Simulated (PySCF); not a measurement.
OY, SMILES [O]=[Y] (connectivity only; charge and spin as stated), neutral, multiplicity 2.

Geometry: PBE-D3(BJ)/def2-TZVPD. The def2 effective core potentials stand for the cores of Y; spin–orbit coupling is left out.

Level of theory: PBE-D3(BJ)/def2-TZVPD (PySCF 2.14.0).

Frequencies are harmonic and unscaled.

Computed vibrational spectrum:
```csv
mode,ν (cm⁻¹),IR (km/mol),moving atoms (share of kinetic energy)
1,852,160.2,"O 85 %, Y 15 %"
```
